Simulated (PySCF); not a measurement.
System: Cl₂Si, singlet: map of symmetric stretch and bend. Scanned: Si-Cl bond length and Cl-Si-Cl angle.

Method: PySCF with RHF/cc-pVDZ.

Energy in mEh above the lowest grid point; x is the Si-Cl bond length (Å), y the Cl-Si-Cl angle (°).

```csv
y \ x,1.77,1.87,1.98,2.08,2.18,2.29,2.39,2.50,2.60,2.70,2.81
180,269.7,185.7,128.7,99.8,86.4,84.5,91.1,104.5,120.4,138.5,159.9
171.36,260.9,179.0,123.8,96.0,83.5,82.3,89.3,103.0,119.2,137.5,159.0
162.73,238.1,161.1,110.4,85.7,75.4,76.0,84.2,98.9,115.7,134.5,156.5
154.09,210.1,137.6,91.8,70.9,63.7,66.8,76.7,92.8,110.6,130.2,152.9
145.45,183.3,113.6,71.8,54.5,50.3,56.1,67.9,85.6,104.6,125.1,148.6
136.82,159.8,92.0,52.9,38.3,36.7,45.1,58.8,78.2,98.4,119.9,144.2
128.18,140.7,73.7,36.3,23.7,24.3,34.8,50.2,71.2,92.5,115.0,140.2
119.55,126.9,59.8,23.2,11.9,13.9,26.1,42.9,65.3,87.7,111.0,137.0
110.91,119.6,51.4,14.5,3.6,6.4,19.7,37.6,61.0,84.2,108.3,134.9
102.27,121.2,50.1,11.6,0.0,2.8,16.5,34.9,58.9,82.7,107.2,134.2
93.64,135.7,59.1,16.7,2.9,4.5,17.5,35.7,59.7,83.6,108.3,135.5
85,170.9,84.5,34.5,15.9,14.1,24.7,41.5,64.6,88.0,112.3,139.2
```

Points that lie below all their neighbours on the grid: x = 2.08, y = 102.27 (0.0 mEh).
